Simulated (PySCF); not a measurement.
**Correlation energy of C²⁺ (carbon, charge +2)**

[He] 2s2, closed-shell 1S. Calculation: PySCF 2.14, in x2c-SVPall (3s2p1d, 14 functions); the spin-free X2C one-electron Hamiltonian (Gaussian nucleus). Frozen: 1s2; 2 electrons correlated.

Total MP2 correlation energy: -40.08 mhartree.

Same-spin part 0.00 and opposite-spin part -40.08 mhartree; SCS-MP2 scales them by 1/3 and 6/5 to -48.10 mhartree.

With two correlated electrons CCSD is exact within the correlated space (frozen core and kept virtual orbitals).

```tsv
level	correlation energy (mhartree)
CCSD	-73.07
```

Diagnostics: T1 = 0.0091, D1 = 0.0128, largest double amplitude 0.163.

A double-excitation amplitude exceeds 0.15, a sign of near-degeneracy.

Cost of the coupled-cluster step: 0.06 s of wall time on 1 thread of Neoverse-N1 (shared host), for 2 correlated electrons.

Iterations:

```
CC2 = 0
CCSD nocc = 1, nmo = 13
frozen orbitals [0]
max_cycle = 100
direct = 0
conv_tol = 1e-08
conv_tol_normt = 1e-06
diis_space = 8
diis_start_cycle = 0
Init t2, MP2 energy = -36.4060719931066  E_corr(MP2) -0.0400811311030832
Init E_corr(CCSD) = -0.0400811311030832
cycle = 1  E_corr(CCSD) = -0.0566372699284217  dE = -0.0165561388  norm(t1,t2) = 0.0702526
cycle = 2  E_corr(CCSD) = -0.0646595783684223  dE = -0.00802230844  norm(t1,t2) = 0.0366708
cycle = 3  E_corr(CCSD) = -0.0732097867227946  dE = -0.00855020835  norm(t1,t2) = 0.0191471
cycle = 4  E_corr(CCSD) = -0.0730378375139053  dE = 0.000171949209  norm(t1,t2) = 0.000298479
cycle = 5  E_corr(CCSD) = -0.0730838227972746  dE = -4.59852834e-05  norm(t1,t2) = 8.23036e-05
cycle = 6  E_corr(CCSD) = -0.0730707425789911  dE = 1.30802183e-05  norm(t1,t2) = 2.60492e-05
cycle = 7  E_corr(CCSD) = -0.0730718446229099  dE = -1.10204392e-06  norm(t1,t2) = 2.7355e-06
cycle = 8  E_corr(CCSD) = -0.0730718866638121  dE = -4.20409022e-08  norm(t1,t2) = 1.906e-07
cycle = 9  E_corr(CCSD) = -0.0730718998796394  dE = -1.32158273e-08  norm(t1,t2) = 9.47747e-08
cycle = 10  E_corr(CCSD) = -0.0730719358148534  dE = -3.5935214e-08  norm(t1,t2) = 6.46528e-08
cycle = 11  E_corr(CCSD) = -0.0730719284288408  dE = 7.38601254e-09  norm(t1,t2) = 1.64291e-08
CCSD converged
E(CCSD) = -36.43906279043235  E_corr = -0.07307192842884085
```
